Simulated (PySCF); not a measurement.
Level of theory: PBE-D3(BJ)/def2-TZVP // r2SCAN-D4/def2-SVP run with PySCF. All species are isolated molecules in the gas phase. One relaxed conformer stands for a flexible species; it need not be the lowest. 

Reference species: [Ti(Cl)4] (neutral, multiplicity 1).

```yaml
charge on the central atom (Mulliken): 0.96 e
coordination_number: 4
charge on the central atom (meta-Löwdin): 1.01 e
LUMO: -4.58 eV
```

Changed species: [Ti(Cl)3(NH2)] (1 of 4 Cl replaced by NH2; the reference has 0 of 4 Cl replaced by NH2).

What does the change do to the charge on the central atom (Mulliken), coordination number, charge on the central atom (meta-Löwdin) and LUMO?

the charge on the central atom (Mulliken) rises by 0.09 e, to 1.05 e; the coordination number hardly moves; the charge on the central atom (meta-Löwdin) rises by 0.05 e, to 1.06 e; the LUMO rises by 0.47 eV, to -4.11 eV.
